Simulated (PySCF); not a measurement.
Vertical excitations of a molecule C3H7AlO from TDA-LC-ωPBE/def2-SVPD in PySCF 2.14.0, as energy in eV (oscillator strength): 5.68 (0.001), 7.14 (0.506), 7.44 (0.008), 7.51 (0.008), 7.60 (0.019), 8.12 (0.001), 8.17 (0.012), 8.21 (0.151), 8.46 (0.111), 8.49 (0.002). Lowest triplet (TDA): 3.90 eV. The structure is a stationary point at PBE0-D3(BJ)/def2-SVP. Other conformers were not sampled.

Task: Which structure fits?
A) C=[CH][AlH][O]C
B) C=C[CH2][AlH][OH]
C) C=[CH][Al]([CH3])[OH]

Result: C, C=[CH][Al]([CH3])[OH]
